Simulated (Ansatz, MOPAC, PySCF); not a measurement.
System: arsine, AsH3, net charge 0, singlet state. SMILES: [AsH3]
Structure (B3LYP-D3(BJ)/def2-TZVP (Ansatz, a first-principles code) minimum search):
```
As
H 1 1.5252
H 1 1.5252 2 92.02
H 1 1.5252 2 92.02 3 -92.09
```
Charge 0, spin multiplicity 1.

Property: vertical ionisation energy to the doublet, in eV. Terms: PM7 with its own dispersion and hydrogen-bond terms; open shells spin-unrestricted; LANL2DZ with its own core potentials from Na on; 6-31G* and kin with 6d, 5d where marked; non-relativistic; dispersion terms only where a functional's name holds one; each state is the SCF solution reached for its charge and spin; valence correlation only (noble-gas shells and the d and f shells of earlier blocks); spin-orbit terms left out. First-principles rows: single points at B3LYP-D3(BJ) geometries (Ansatz). Semi-empirical rows: differences of heats of formation at the shared geometry for vertical values.

```csv
level,program,vertical ionisation energy to the doublet (eV)
AM1,MOPAC,10.57
PM6,MOPAC,9.57
PM7,MOPAC,9.55
HF/6-31G*,Ansatz,9.44
PBE/6-31G*,Ansatz,10.37
PBE/6-31G* with LANL2DZ past Ar,Ansatz,10.30
B3LYP/STO-3G,Ansatz,8.61
B3LYP/6-31G*,Ansatz,10.50
B3LYP/6-31G* with LANL2DZ past Ar,Ansatz,10.43
MP2/6-31G*,Ansatz,9.98
PBE0/def2-TZVPD,Ansatz,10.39
M06-2X/def2-TZVPD,PySCF,10.23
```

No value to compare with is used here. The 10 habitual levels span 8.61 (B3LYP/STO-3G) to 10.57 eV (AM1); M06-2X/def2-TZVPD gives 10.23.

The levels are drawn from those run, B3LYP/6-31G* more often than the rest, none by its result; left out are runs that failed, that the program found above a lower state of the same kind, or whose <S^2> lies over 0.5 above the pure value.
